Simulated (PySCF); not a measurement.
Compound: benzotrifluoride, C7H5F3.
SMILES with atom numbers: `[F:1][C:2]([F:3])([F:4])[c:5]1[cH:6][cH:7][cH:8][cH:9][cH:10]1` (hydrogens: H11 on C6; H12 on C7; H13 on C8; H14 on C9; H15 on C10)

Level: wB97X-D/pcSseg-2 in PySCF, non-relativistic, on one gas-phase PBE0-D3(BJ)/def2-TZVP geometry that isn't relaxed in the solvent. The solvent is an IEF-PCM continuum (cavity from Bondi-type radii × 1.2). Specific hydrogen bonds and non-electrostatic terms are outside this model.

Gas phase at wB97X-D/pcSseg-2: HOMO -9.64 eV, LUMO 0.74 eV, dipole 2.84 D.

Question: What does the continuum do to the energy, the frontier levels and the dipole at wB97X-D/pcSseg-2 in chloroform?

Answer: 
| solvent | ε | E(solvent) − E(gas) (kcal/mol) | polarisation term (kcal/mol) | distortion of the solute (kcal/mol) | HOMO (eV) | LUMO (eV) | dipole (D) |
| --- | --- | --- | --- | --- | --- | --- | --- |
| chloroform | 4.711 | -2.48 | -2.71 | 0.23 | -9.48 | 0.87 | 3.31 |

The first energy column is the sum of the next two and covers electrostatics alone.

Question: Which radius a makes the point-dipole formula ΔE = −[(ε − 1)/(2ε + 1)]·μ²/a³ give the value in chloroform, with the gas-phase dipole?

Answer: μ = 1.118 au and |ΔE| = 0.00395 Eh give a = 2.56 Å; the farthest nucleus lies 3.17 Å from the centroid of the nuclei, so such a sphere wouldn't even hold the nuclei. The formula assumes a rigid point dipole at the centre of a sphere.

On 2 threads of an Intel Xeon at 2.50 GHz, shared host, this took 4.4 min wall, 8.5 min CPU and 3.0 GiB of memory at its peak. This is the whole shielding run at wB97X-D/pcSseg-2 in chloroform, SCF included.

Shape of the structure used: `[F:1][C:2]([F:3])([F:4])[c:5]1[cH:6][cH:7][cH:8][cH:9][cH:10]1`: F1–C2–C5–C6 92°.

Note: wB97X-D ran without an empirical dispersion term, which enters the total energy and its gradient alone.
